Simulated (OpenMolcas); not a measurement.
Re4+ (d3) among equal point charges was computed by CASSCF with the d shell active (OpenMolcas, ANO-RCC-VDZP on the metal). Its lowest spin-free states, and all those of the highest spin:

```tsv
2S+1	Degeneracy	E (cm-1)
4	1	0.0
4	2	5991
2	1	14034
2	1	14739
4	1	14826
2	1	15272
2	2	15560
2	2	17674
2	1	19263
2	1	20654
4	2	22131
2	2	22153
4	1	31807
4	1	36536
4	2	51743
```

Q: Is the site octahedral, tetrahedral or cube-like, axial, or of lower symmetry?

A: The states with 2S+1 = 4 have orbital degeneracies 1, 2, 1, 2, 1, 1, 2. There are pairs but no triples, so the site is axial: not cubic, but with a proper or improper axis of order three or more. The run had Re4+ among 5 point charges of -2 e arranged as a square pyramid (C4v), 1.88 Å from the ion, with the axial distance 1.936 Å.

Without dynamic correlation the repulsion within the d shell is too large (B by tens of per cent), so at a given field states of lower spin stand too high. Point charges carry no covalency, so the field is a model and not that of real ligands. An unlabelled pair can be two single states that coincide in this model. No measured value stands beside these numbers.
